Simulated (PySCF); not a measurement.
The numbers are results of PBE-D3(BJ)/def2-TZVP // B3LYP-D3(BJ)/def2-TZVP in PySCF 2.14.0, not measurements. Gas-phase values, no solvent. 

Reference species (SMILES): `C=C1C=C1` (neutral, multiplicity 1).

```
Property     Value
--------  --------
HOMO      -4.99 eV
```

Changed species: `C(=C)=C=C`.

Task: Give the shifts of the HOMO.

Result: the HOMO falls by 1.13 eV, to -6.12 eV.
